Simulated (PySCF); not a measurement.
## [Zn(OCH3)2] (charge 0, multiplicity 1)

These are PBE-D3(BJ)/def2-TZVP // r2SCAN-D4/def2-SVP (PySCF) values and carry that method's errors.

The HOMO is -5.95 eV, the dipole moment is 1.45 D and the HOMO–LUMO gap is 4.05 eV. The LUMO comes out as -1.90 eV. The charge on the central atom (Mulliken) is 0.45 e and the charge on the central atom (meta-Löwdin) comes out as 1.24 e. The total energy comes out as -2009.2289 Ha and the cost is roughly 120 core-seconds.

```xyz
11

Zn     0.0279    -0.4178     0.1998
O      1.2145    -0.6573    -1.0800
C      2.1999    -1.6502    -1.0882
H      2.8877    -1.6032    -0.2170
H      2.8251    -1.5274    -1.9928
H      1.7888    -2.6818    -1.1236
O     -1.1173     0.0864     1.4398
C     -2.3514    -0.5229     1.6905
H     -3.0325    -0.5287     0.8128
H     -2.8712     0.0362     2.4915
H     -2.2634    -1.5732     2.0418
```
Charge 0, spin multiplicity 1.
